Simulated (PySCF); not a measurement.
# `FC[C@@H]1C[C@@H](F)O1`, C$_{4}$H$_{6}$F$_{2}$O

Geometry (Å), atoms numbered from 1 in this order:
```xyz
13

F     2.5369    0.4458    0.1889
C     1.6334   -0.4210   -0.3676
C     0.3188    0.3046   -0.6206
C    -0.5756    0.5724    0.6008
C    -1.5687   -0.3327   -0.1263
F    -2.6808    0.3328   -0.5616
O    -0.6726   -0.5765   -1.1743
H     2.0561   -0.7833   -1.3096
H     1.5039   -1.2533    0.3315
H     0.4916    1.1728   -1.2653
H    -0.9157    1.5970    0.7151
H    -0.2003    0.1862    1.5435
H    -1.9315   -1.2445    0.3635
```

Computed, not measured: PySCF, TDDFT CAM-B3LYP/def2-SVPD circular dichroism and optical rotation, one conformer, gas phase. Geometry: GFN2-xTB.

The molecule is flexible and this is one conformer; a measurement averages over conformers. States above about 10.1 eV (minus the energy of the highest occupied orbital) lie near or above the ionisation threshold and depend on the basis. Singlets 15 and 16 lie within 0.01 eV of each other, so their separate moments and overlaps can depend on how they mix.

(1) Draw the ECD and absorption spectra from the lowest 16 states, each a Gaussian of half-width 0.25 eV at 1/e height.

## Answers

(1) 
```tsv
E (eV)	λ (nm)	Δε (L mol⁻¹ cm⁻¹)	ε (L mol⁻¹ cm⁻¹)
7.57	164	-0.45	7.54
7.67	162	-1.89	31.8
7.77	160	-5.79	97.7
7.87	158	-12.90	218
7.97	156	-20.89	360
8.07	154	-24.73	452
8.17	152	-21.70	481
8.27	150	-14.64	523
8.37	148	-7.90	632
8.47	146	-2.63	740
8.57	145	+1.65	767
8.67	143	+3.69	804
8.77	141	+1.61	1140
8.87	140	-3.94	2070
8.97	138	-10.88	3550
9.07	137	-19.34	5020
9.17	135	-30.39	5800
9.27	134	-40.00	5720
9.37	132	-39.98	5210
9.47	131	-27.52	4710
9.57	130	-9.12	4420
9.67	128	+6.27	4340
9.77	127	+15.90	4590
9.87	126	+24.97	5310
9.97	124	+38.45	6220
```
Δε uses R in velocity form, ε uses f in length form. Only the states computed contribute, so the short-wavelength end is incomplete.
